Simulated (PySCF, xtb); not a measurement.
H2Se, SMILES [SeH2] (connectivity only; charge and spin as stated), charge +1, multiplicity 2.

Coordinates come from a PBE-D3(BJ)/def2-TZVPD optimisation. The multiplicity is an assumed one; other spin states were not compared.

These are C-PCM-M06-2X/def2-TZVPD (PySCF 2.14.0) values and carry that method's errors.

The values are the electrostatic part of the solvation free energy, E(continuum) − E(gas) at the gas-phase geometry, in a cavity of scaled van der Waals radii (PySCF's table); cavitation and dispersion terms are not included.

```json
[
 {"solvent": "water", "ε": "78.36", "ΔG(elec) (kcal/mol)": "-72.4"},
 {"solvent": "ethylethanoate", "ε": "5.99", "ΔG(elec) (kcal/mol)": "-61.1"},
 {"solvent": "cyclohexanone", "ε": "15.62", "ΔG(elec) (kcal/mol)": "___"}
]
```

Task: What belongs in the gaps? (The exact figures need the calculation; the answer reports its results.)

Result: 
- cyclohexanone, ΔG(elec) (kcal/mol): -68.6

For comparison, GFN2-xTB/ALPB(water) (xtb, at the GFN2-xTB geometry, all terms of that model) gives -66.5 kcal/mol.
